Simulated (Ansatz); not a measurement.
```yaml
crystal:
  periodic: [false, false, false]
  atoms:
    - {symbol: Cd, position_ang: [-0.929553, 0.753947, -0.722255]}
    - {symbol: Cd, position_ang: [1.572955, -0.477103, -0.805923]}
    - {symbol: Cd, position_ang: [-0.434405, -0.852456, 1.229661]}
basis:
  gaussian: {orbitals: def2-TZVPD}
total_charge: -1
magnetization: {spin_polarized: true, initial_magnetization: 1}
hamiltonian: {xc: {name: wB97M-V}}
scf: {omitted_lower_state_checks: [starts]}
```

```sh
$ ansatz run in.yaml --threads 4 --pin off --events-out ev --progress --plain --max-ram 3916MiB
```

Output, abridged:

```
Functional definition: wB97M-V
  name "wB97M-V"
  cite "Mardirossian & Head-Gordon, J. Chem. Phys. 144, 214110 (2016) doi:10.1063/1.4952647"
  cite "Becke, J. Chem. Phys. 107, 8554 (1997) doi:10.1063/1.475007"
  cite "Vydrov & Van Voorhis, J. Chem. Phys. 133, 244103 (2010) doi:10.1063/1.3521275"
  # Of w^i u^j: cxij and so on, Table III.
  parameter omega = 0.3/bohr
  parameter cx = 0.15
  parameter cx01 = 1.007
  parameter cx10 = 0.259
  parameter css00 = 0.443
  parameter css04 = -1.437
  parameter css10 = -4.535
  parameter css20 = -3.390
  parameter css43 = 4.278
  parameter cos00 = 1.000
  parameter cos10 = 1.358
  parameter cos20 = 2.924
  parameter cos21 = -8.812
  parameter cos60 = -1.390
  parameter cos61 = 9.142
  parameter b = 6.0
  parameter c = 0.01
  gx(w, u) = 1 - cx + cx01*u + cx10*w
  gss(w, u) = css00 + css04*u^4 + css10*w + css20*w^2 + css43*w^4*u^3
  gos(w, u) = cos00 + cos10*w + (cos20 + cos21*u)*w^2 + (cos60 + cos61*u)*w^6
  exchange = spin_sum(e_x_unif_sr(omega)*gx(b97_w, b97_u_x)) + cx*exact_x_sr(omega) + exact_x_lr(omega)
  correlation = spin_sum(e_c_pw_mod_same_spin*gss(b97_w, b97_u_same))
      + integral(e_c_pw_mod_opposite_spin*gos(b97_w_opposite, b97_u_opposite)) + vv10(b, c)
these checks for a lower state are left out or cut short: starts
1134 factors; integrals over basis functions are off by at most 5.3e-4 eV
240 factors; integrals over basis functions are off by at most 2.1e-5 eV
mean field evaluation 1: about -13689.9957 eV, gradient 1.7e1 eV
mean field evaluation 2: about -13690.3091 eV, gradient 1.8e1 eV
mean field evaluation 4: about -13691.0861 eV, gradient 2.6e-1 eV
mean field evaluation 8: about -13691.3102 eV, gradient 8.1e-2 eV
mean field evaluation 16: about -13691.3106 eV, gradient 1.4e-3 eV
mean field evaluation 32: about -13691.3106 eV, gradient 1.9e-5 eV
mean field -13691.31055875 eV, -503.1463827304 hartree, gradient 1.9e-5 eV, S^2 0.752106; 0 other end points of the search recorded, 0 dependent functions left out
reference -13691.31059152 eV, -503.1463839348 hartree; 31, 30 occupied and 89, 90 virtual orbitals, 1134 factors
Total energy: -13691.31059152 eV, -503.1463839348 hartree
Checks for a lower state left out: starts
```

Hardware: 4 threads of Arm Neoverse V1 on a shared host. Wall time 26 s, peak host memory 0.73 GiB.

In the def2 sets Cd takes a core potential; there is no spin–orbit coupling.
